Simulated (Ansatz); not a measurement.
ClFH2OSTi (`[OH][Ti]([F])([SH])[Cl]`), relaxed with RKS PBE0-D4/def2-TZVP in Ansatz from a PBE-D4/def2-SVP geometry. The force threshold is 0.005 eV/Å; the program also tests the step.

Total charge 0; spin multiplicity 1.

Start:

```xyz
7

O    -0.876    1.121   -0.235
Ti    0.116   -0.108    0.551
F     0.850    0.495    2.019
S     1.795   -0.706   -0.902
Cl   -1.153   -1.847    1.015
H    -1.803    1.250   -0.501
H     1.072   -0.205   -1.946
```

**Question.** How much energy does the relaxation release, and in how many steps? (Estimate.)

**Answer.** Ansatz gave: 1.90 kJ/mol, in 52 steps, 7 of them rejected.

**Question.** Which bonds change most? (An estimate is asked.)

**Answer.** Computed: S4–H7 from 1.365 to 1.346 Å; Ti2–S4 from 2.299 to 2.281 Å; O1–H6 from 0.973 to 0.958 Å; O1–Ti2 from 1.764 to 1.756 Å.

**Question.** Give the relaxed structure. (Best estimate.)

**Answer.** Ansatz gave: 
```xyz
7

O    -1.059    0.880   -0.369
Ti    0.044   -0.169    0.506
F     0.683    0.569    1.951
S     1.810   -0.622   -0.866
Cl   -0.982   -2.030    1.061
H    -1.579    1.683   -0.325
H     1.083   -0.312   -1.956
```
